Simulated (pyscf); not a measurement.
## H₃C–Al(NH₂)–NH₂, singlet

Gas-phase minimum from PySCF at ωB97X-D3(BJ)/def2-SVP, one conformer. 

```xyz
11

C      0.3022    -1.4850    -1.1582
Al    -0.2519     0.3871    -1.0429
N      0.9561     1.6950    -1.0920
N     -1.9720     0.8172    -0.8737
H     -0.4722    -2.1190    -1.6216
H      0.5021    -1.9027    -0.1559
H      1.2269    -1.6067    -1.7469
H      0.7688     2.6889    -1.0176
H      1.9540     1.5460    -1.1959
H     -2.3509     1.7540    -0.7880
H     -2.7285     0.1423    -0.8407
```
Charge 0, spin multiplicity 1.

Bonds (Å): C1–Al2 1.956, C1–H5 1.103, C1–H6 1.104, C1–H7 1.103, Al2–N3 1.781, Al2–N4 1.781, N3–H8 1.014, N3–H9 1.014, N4–H10 1.014, N4–H11 1.014. Angles (°): Al2–C1–H5 112.1, Al2–C1–H6 111.1, Al2–C1–H7 112.0, H5–C1–H6 106.9, H5–C1–H7 107.5, H6–C1–H7 106.9, C1–Al2–N3 120.6, C1–Al2–N4 120.7, N3–Al2–N4 118.7, Al2–N3–H8 126.3, Al2–N3–H9 124.2, H8–N3–H9 109.5, Al2–N4–H10 126.3, Al2–N4–H11 124.2 (the first ones only).

Properties at ωB97X-D3(BJ)/def2-SVP:

| Quantity | Result |
|---|---|
| Harmonic wavenumbers, unscaled | 25, 173, 199, 222, 245, 364, 378, 413, 556, 589, 660, 677, 697, 821, 891, 1233, 1440, 1443, 1537, 1546, 3054, 3145, 3155, 3627, 3628, 3712, 3712 cm⁻¹ |
| Zero-point energy | 54.5 kcal/mol |
| Rotational symmetry number | 1 |
| Entropy of this conformer at 298 K and 1 atm, rigid rotor and harmonic oscillator, modes under 100 cm⁻¹ raised to 100 | 342.0 J/(mol K) |
| Dipole moment | 0.76 D |

Single-point totals, which compare only within one level (frozen core for MP2 and CC):

| level | total energy (hartree) |
|---|---|
| ωB97X-D3(BJ)/def2-TZVP | -394.50200 |
| PBE/def2-TZVP | -394.07616 |
| r²SCAN/def2-TZVP | -394.29725 |
| B3LYP-D3(BJ)/def2-TZVP | -394.45550 |
| PBE0-D3(BJ)/def2-TZVP | -394.12093 |
| M06-2X/def2-TZVP | -394.32547 |
| ωB97M-D3(BJ)/def2-TZVP | -394.49321 |
| HF/def2-TZVPP | -392.92371 |
| MP2/def2-TZVPP | -393.61761 |
| CCSD/def2-TZVPP | -393.65234 |
| CCSD(T)/def2-TZVPP | -393.67934 |

The lowest mode is so soft that the shape along it may change with the basis. Soft torsions are taken as harmonic, which can shift the entropy by several J/(mol K). The CCSD(T) − MP2 part came from Ansatz, without density fitting, on the same reference.
